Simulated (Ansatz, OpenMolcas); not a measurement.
SbH3 (stibine): the vertical ionisation energy from total energies

The species is SbH3 (4 atoms), meant as a singlet with charge 0. SMILES: `[SbH3]`. Geometry: relaxed at PBE0-D4/def2-TZVP.

Both states at this one shape; open shells run unrestricted unless said. 1 Eh = 27.2114 eV.

| level | program | singlet SbH3 (Eh) | doublet [SbH3]+ (Eh) |
| --- | --- | --- | --- |
| B3LYP/def2-TZVPP (core potential) | OpenMolcas | -242.118648 | -241.751189 |
| CAM-B3LYP/STO-3G | Ansatz | -6255.400068 | -6255.118052 |
| wB97X/STO-3G | Ansatz | -6255.370285 | -6255.088841 |

Problem. Work out the vertical ionisation energy at each level.

Solution. 
1. B3LYP/def2-TZVPP (core potential): -241.751189 − (-242.118648) = 0.367459 Eh = 10.00 eV.
2. CAM-B3LYP/STO-3G: -6255.118052 − (-6255.400068) = 0.282016 Eh = 7.67 eV.
3. wB97X/STO-3G: -6255.088841 − (-6255.370285) = 0.281444 Eh = 7.66 eV.

No measured value is set beside it here; the levels span 7.66 to 10.00 eV. Spin-orbit coupling, which splits open shells on such heavy atoms by tenths of an eV, is left out. Minimal sets are far from the basis-set limit. All-electron rows are non-relativistic unless named.
